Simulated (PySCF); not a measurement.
C$_{4}$H$_{7}$BN$_{2}$ (SMILES N#CC1CB(N)C1), singlet, geometry from GFN2-xTB; BLYP/6-31G** (PySCF).

Here is a job for PySCF.
```python
from pyscf import gto, scf, dft

mol = gto.M(
    atom='''
N    -2.79872885    0.68789285    0.67014290
C    -1.89780198    0.18362737    0.17414320
C    -0.74259252   -0.41875288   -0.41803720
C     0.27713910    0.60372441   -0.99892108
B     1.36801075   -0.05363044   -0.04750431
N     2.72439461    0.10039212    0.11072276
C     0.27048721   -0.99453731    0.61389313
H    -1.06312774   -1.15996706   -1.15388540
H     0.39048593    0.53216144   -2.07956089
H    -0.00364615    1.63212613   -0.77155482
H     3.27602646    0.75725216   -0.41622991
H     3.27111494   -0.42285023    0.77461754
H    -0.01358830   -0.75669442    1.63901640
H     0.37962989   -2.07624016    0.55259071
''',
    basis='6-31g**',
    verbose=3,
)

mf = dft.RKS(mol)
mf.xc = 'blyp'
mf.kernel()
mf.analyze()
```

It wrote (shortened):

```
converged SCF energy = -290.872268160513
**** MO energy ****
MO #1   energy= -14.0309388750475  occ= 2
MO #2   energy= -13.9943105612709  occ= 2
MO #3   energy= -9.94940960758887  occ= 2
MO #4   energy= -9.92964082751948  occ= 2
MO #5   energy= -9.89918367503704  occ= 2
MO #6   energy= -9.89917826048778  occ= 2
MO #7   energy= -6.52235968505122  occ= 2
MO #8   energy= -0.797169973553999 occ= 2
MO #9   energy= -0.792103151055236 occ= 2
MO #10  energy= -0.734935904662912 occ= 2
MO #11  energy= -0.589844251036737 occ= 2
MO #12  energy= -0.572182591807196 occ= 2
MO #13  energy= -0.460231049561272 occ= 2
MO #14  energy= -0.452671777458857 occ= 2
MO #15  energy= -0.448461829292464 occ= 2
MO #16  energy= -0.427605963306075 occ= 2
MO #17  energy= -0.342043932763667 occ= 2
MO #18  energy= -0.328013214908075 occ= 2
MO #19  energy= -0.326336833146729 occ= 2
MO #20  energy= -0.298481546900363 occ= 2
MO #21  energy= -0.272667138632663 occ= 2
MO #22  energy= -0.252039132003204 occ= 2
MO #23  energy= -0.249835152021753 occ= 2
MO #24  energy= -0.245737289035205 occ= 2
MO #25  energy= -0.240329323200748 occ= 2
MO #26  energy= -0.0077040851795811 occ= 0
MO #27  energy= 0.0267899080907164 occ= 0
MO #28  energy= 0.0281914853584698 occ= 0
MO #29  energy= 0.0493844760958688 occ= 0
MO #30  energy= 0.0823337045668744 occ= 0
MO #31  energy= 0.0996816888022796 occ= 0
MO #32  energy= 0.110799580848519  occ= 0
MO #33  energy= 0.132562431028252  occ= 0
 ** Mulliken atomic charges  **
charge of    0N =     -0.22955
charge of    1C =      0.08132
charge of    2C =     -0.06757
charge of    3C =     -0.29598
charge of    4B =      0.13496
charge of    5N =     -0.36330
charge of    6C =     -0.29598
charge of    7H =      0.12272
charge of    8H =      0.10934
charge of    9H =      0.11991
charge of   10H =      0.22744
charge of   11H =      0.22744
charge of   12H =      0.11991
charge of   13H =      0.10934
Dipole moment(X, Y, Z, Debye):  5.54348, -1.26634, -1.23205
```
